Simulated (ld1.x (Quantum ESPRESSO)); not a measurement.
## Transferability test, TM semilocal potential for Pt

ld1.x (Quantum ESPRESSO) 7.5 input, shortened:

```
&input
   title='Pt', zed=78., rel=1, dft='PBESOL', iswitch=3,
   config='[Xe] 4f14 5d8 6s0 6p0'
 /
 &inputp
   pseudotype=1, tm=.true., lloc=1,
   nlcc=.true., new_core_ps=.true.
 /
3
5S  1  0   2.00   0.00  1.00  1.00  0.0
5D  3  2   8.00   0.00  2.25  2.25  0.0
5P  2  1   6.00   0.00  1.10  1.10  0.0
 &test
   configts(1)='5s2 5p6 5d8 6s0 6p0'
 /
```

Energies are relative to the spin-unpolarised reference configuration 5s2 5p6 5d8 6s0 6p0; without spin polarisation the order of configurations can differ from experiment.

Problem. Give the all-electron excitation energy and the error of the potential for: 5s2 5p6 5d9 6s1 6p0; 5s2 5p6 5d9 6s0 6p0; 5s2 5p6 5d7 6s0 6p0; 5s2 5p6 5d6 6s0 6p0; 5s2 5p6 5d8 6s1 6p0; 5s2 5p6 5d9.5 6s0.5 6p0; 5s1 5p6 5d9 6s1 6p0.

Solution.

```json
{"valence configuration": "5s2 5p6 5d9 6s1 6p0", "charge": "0", "ΔE all-electron (eV)": "-29.222", "error AE − PS (meV)": "+111"}
{"valence configuration": "5s2 5p6 5d9 6s0 6p0", "charge": "+1", "ΔE all-electron (eV)": "-19.996", "error AE − PS (meV)": "-1.2"}
{"valence configuration": "5s2 5p6 5d7 6s0 6p0", "charge": "+3", "ΔE all-electron (eV)": "32.248", "error AE − PS (meV)": "-9.4"}
{"valence configuration": "5s2 5p6 5d6 6s0 6p0", "charge": "+4", "ΔE all-electron (eV)": "77.932", "error AE − PS (meV)": "-24"}
{"valence configuration": "5s2 5p6 5d8 6s1 6p0", "charge": "+1", "ΔE all-electron (eV)": "-18.021", "error AE − PS (meV)": "+160"}
{"valence configuration": "5s2 5p6 5d9.5 6s0.5 6p0", "charge": "0", "ΔE all-electron (eV)": "-29.339", "error AE − PS (meV)": "+47"}
{"valence configuration": "5s1 5p6 5d9 6s1 6p0", "charge": "+1", "ΔE all-electron (eV)": "79.345", "error AE − PS (meV)": "-3.5"}
```

Levels in the configuration 5s2 5p6 5d6 6s0 6p0:

| level | all-electron (eV) | pseudo (eV) |
| --- | --- | --- |
| 5s | -152.622 | -152.653 |
| 5p | -106.056 | -106.088 |
| 5d | -52.760 | -52.759 |
